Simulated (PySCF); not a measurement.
## Unknown compound

Molecular formula: C4H7B. Simulated spectra:

¹H NMR (400 MHz, computed): δ 7.82 (m, 1H), 7.27 (m, 1H), 7.03 (m, 1H), 6.99 (br, 2H), 5.95 (dq, J = 11.2, 1.5 Hz, 1H), 5.89 (ddt, J = 18.3, 1.9, 1.0 Hz, 1H).

¹³C{¹H} NMR (computed): δ 169.7 (CH), 143.7 (CH), 143.1 (CH), 136.5 (CH2).

Theory: geometry: PBE0-D3(BJ)/def2-SVP, GIAO PBE0/pcSseg-1 shieldings, spin–spin couplings from B3LYP/pcJ-1 (spin–dipole term only in couplings to heteroatoms), in PySCF (relativity neglected, gas phase, fast rotation and ring inversion assumed for equivalent nuclei, one computed conformer).

Referencing at the same level of theory: ¹H (31.27 ppm), ¹³C (184.41 ppm) against TMS.

Q: Which candidate is it?
A. B/C=C\C=C
B. B[C@@H]1CC1=C
C. B/C=C/C=C
D. B[C@H]1C=CC1

A: A. 

1. 4 carbon signals for 4 carbons: no two carbons are equivalent.
2. Carbon types of the structure: 3 × CH, 1 × CH2, leaving 2 H on heteroatoms.
3. δC 169.7, 143.7, 143.1: alkene CH.
4. δC 136.5: terminal =CH2 carbon; as expected for a trigonal carbon in a double bond.
5. δH 7.82, 7.27, 7.03: hydrogen on an alkene CH; a vinylic proton, deshielded by the sp2 carbon and the C=C anisotropy.
6. δH 6.99: hydrogen on a boron bonded to C.
7. δH 5.95, 5.89: hydrogen on a terminal =CH2 carbon; olefinic region.

The others: B/C=C/C=C has carbons computed at 175.7, 147.8, 146.6, 138.7; B[C@H]1C=CC1 has carbons computed at 147.7, 142.9, 58.2, 39.1; B[C@@H]1CC1=C has carbons computed at 141.3, 114.6, 28.2, 19.1, with a different DEPT pattern.

Hydrogens on boron are broadened and split by ¹¹B (spin 3/2, 80 %) and 10B (spin 3). A carbon bonded to boron is broadened by the quadrupolar boron nucleus and is often missing from a measured spectrum. Multiplet labels drop couplings under 1 Hz and merge nearly equal ones. Unscaled 3J(H,H) at this level run about 10 % above measured values. Shifts are as computed. Against solution values, carbons near 30 ppm lie about +2 ppm off and those near 130 ppm about +5 ppm. Of 1211 compounds with measured shifts, 218 miss one by over three times the rms of a fit or turn the order of signals round; such compounds aren't used in these exercises.
